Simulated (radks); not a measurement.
Values are calculated unless marked as measured or tabulated.
Species: Os IV. Configuration: [Xe] 4f14 5d5. Code: a radial shooting solver on a logarithmic mesh with Libxc functionals. Model: scalar-relativistic Kohn-Sham, PBE, spin-polarised, spherical densities, finite nucleus; open shells are filled with parallel spins first (spin-orbit coupling, left out, can overturn this in heavy ions); Fermi nuclear charge, rms radius 5.4126 fm.

Unscreened Slater integrals over Kohn-Sham orbitals (eV). They are taken over the spin-up orbitals.

integral,value
"F0(5d,5d)",15.364
"F2(5d,5d)",8.0698
"F4(5d,5d)",5.3614
"F0(5d,5p)",17.477
"F2(5d,5p)",8.6639
"G1(5d,5p)",10.359
"G3(5d,5p)",6.4198
"F0(5d,4f)",19.742
"F2(5d,4f)",4.6326
"F4(5d,4f)",2.1710
"G1(5d,4f)",1.6485
"G3(5d,4f)",1.4940
"G5(5d,4f)",1.1795
"F0(5d,5s)",18.184
"G2(5d,5s)",6.6963
"F0(5p,5p)",21.034
"F2(5p,5p)",11.367
"F0(5p,4f)",25.799
"F2(5p,4f)",8.1263
"G2(5p,4f)",3.3607
"G4(5p,4f)",2.7662
"F0(5p,5s)",22.443
"G1(5p,5s)",14.986
"F0(4f,4f)",44.837
"F2(4f,4f)",21.919
"F4(4f,4f)",13.881
"F6(4f,4f)",10.024
"F0(4f,5s)",29.002
"G3(4f,5s)",4.2941
"F0(5s,5s)",24.278

Derived for the open shells (J is the average intra-shell exchange parameter used in DFT+U). 5d: Racah B = F2/49 - 5 F4/441 = 0.1039 eV, C = 35 F4/441 = 0.4255 eV, C/B = 4.10, F4/F2 = 0.664, J = (F2 + F4)/14 = 0.9594 eV.
